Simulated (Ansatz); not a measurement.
`CB[SiH2]OC`, relaxed with RKS PBE-D4/def2-SVP in Ansatz from a rough embedded geometry. The force threshold is 0.03 eV/Å; the program also tests the step.

Charge 0, multiplicity 1.

Start:

```xyz
14

C     0.777   -1.291   -1.323
B    -0.336   -1.531   -0.314
Si   -0.546   -0.310    1.167
O     0.538    0.977    1.130
C     0.056    2.064    0.439
H     0.638   -0.295   -1.896
H     0.766   -2.081   -2.133
H     1.756   -1.249   -0.869
H    -1.074   -2.502   -0.440
H    -0.409   -1.084    2.427
H    -1.946    0.211    1.146
H    -0.836    2.473    0.991
H     0.859    2.853    0.311
H    -0.242    1.767   -0.636
```

| step | energy (eV) | largest force (eV/Å) | largest move (Å) |
| --- | --- | --- | --- |
| 1 | -12804.4749 | 2.653 | 0.000 |
| 2 | -12804.7974 | 0.697 | 0.145 |
| 3 | -12804.8457 | 0.191 | 0.089 |
| 4 | -12804.8564 | 0.169 | 0.073 |
| 5 | -12804.8635 | 0.273 | 0.174 |
| 6 | -12804.8714 | 0.203 | 0.068 |
| 7 | -12804.8834 | 0.203 | 0.200 |
| 8 | -12804.8838 | 0.389 | 0.129 |
| 9 | -12804.8896 | 0.133 | 0.053 |
| 10 | -12804.8900 | 0.170 | 0.105 |
| 11 | -12804.8913 | 0.034 | 0.046 |
| 12 | -12804.8915 | 0.036 | 0.020 |
| 13 | -12804.8916 | 0.027 | 0.021 |

End:

```xyz
14

C     0.738   -1.275   -1.428
B    -0.354   -1.543   -0.348
Si   -0.665   -0.363    1.264
O     0.350    0.995    1.335
C     0.182    2.084    0.455
H     0.156   -0.772   -2.245
H     1.161   -2.185   -1.902
H     1.545   -0.571   -1.140
H    -1.086   -2.516   -0.478
H    -0.347   -1.149    2.512
H    -2.113    0.083    1.351
H    -0.795    2.604    0.606
H     0.990    2.823    0.640
H     0.240    1.787   -0.621
```

Run time 21 s (4 threads of an Arm Neoverse V1 on a shared host); peak host memory 0.16 GiB.
